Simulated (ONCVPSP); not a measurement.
## What one change does to a pseudopotential (Se, ONCV)

selenium (Se), optimised norm-conserving Vanderbilt (ONCV), made with ONCVPSP 4.0.1 (PBE, scalar-relativistic). Core [Ar] 3d10, reference 4s2 4p4. Waves: 4s: rc 1.60 bohr, ncon 4, nbas 7, qcut 4.7 1/bohr, 2 projectors, debl 0.6 Ha; 4p: rc 1.60 bohr, ncon 3, nbas 6, qcut 4.4 1/bohr, 2 projectors, debl 2.3 Ha; d scattering state at 0.3 Ha: rc 1.70 bohr, ncon 4, nbas 8, qcut 6.6 1/bohr, 2 projectors, debl 2 Ha. Local part: polynomial inside 1.10 bohr (lpopt 5, dvloc0 4 Ha). Core correction: none.

In the s channel the program set the typed energies aside and used -0.635, 0.250 Ha.

All-electron outer shells of the reference configuration (PBE, scalar-relativistic, ld1.x):

```csv
shell,level (eV),outermost node (bohr),outermost maximum (bohr)
3p,-152.98,0.21,0.50
3d,-53.12,–,0.45
4s,-17.29,0.70,1.51
4p,-6.51,0.74,1.82
```

Change: functional PBEsol. In the s channel the program set the typed energies aside and used -0.635, 0.250 Ha.

Cutoffs: the cutoffs (Ha) at which the residual kinetic energy of the hardest occupied pseudo-wave falls to 1 and 0.1 mHa per electron; they do not see the model core or the augmentation charge, which bear on the density cutoff. Errors are all-electron minus pseudo energies relative to the spin-unpolarised reference configuration.

**Question.** What does the change do?

**Answer.** The potential gets neither clearly harder nor softer (12 Ha and 37 Ha → 12 Ha and 38 Ha); both files keep a bound ghost (d); of the 4 tests that both files solve, the error grows in 0 and shrinks in 2 by more than 15 % and 0.3 meV (median size 14.4 → 11.7 meV).

```csv
quantity,base,changed
"cutoff, loose",12 Ha,12 Ha
"cutoff, tight",37 Ha,38 Ha
loose cutoff by channel,"s 12 Ha, p 9.5 Ha","s 12 Ha, p 9.6 Ha"
bound ghosts,d,d
GHOST(+) flags under 300 eV,s at 108.4 eV,s at 105.8 eV
"error for 4s2 4p3, meV [ΔE 10.85 eV]",-4.5,-3.9
"error for 4s2 4p2, meV [ΔE 31.19 → 31.22 eV]",-24,-20
"error for 4s2 4p1, meV [ΔE 62.06 → 62.12 eV]",-65,-52
"error for 4s2 4p3.5, meV [ΔE 4.31 eV]",-1.0,-0.9
s: phases at 1.62 bohr within 0.05 rad from the reference energy up to (Ha; the scan ends near 5),3.4,3.3
p: phases at 1.62 bohr within 0.05 rad from the reference energy up to (Ha; the scan ends near 5),to the end of the scan,to the end of the scan
d: phases at 1.72 bohr within 0.05 rad from the reference energy up to (Ha; the scan ends near 5),to the end of the scan,to the end of the scan
```

Base: The cutoffs count occupied waves only; projector 2 of the d channel, the hardest unoccupied one, needs 104 Ha at the loose tolerance. Changed file: The cutoffs count occupied waves only; projector 2 of the d channel, the hardest unoccupied one, needs 104 Ha at the loose tolerance. A true bound ghost makes a file unfit for plane-wave use even where its test errors are small: the radial tests pick states by their node count and pass the ghost by.
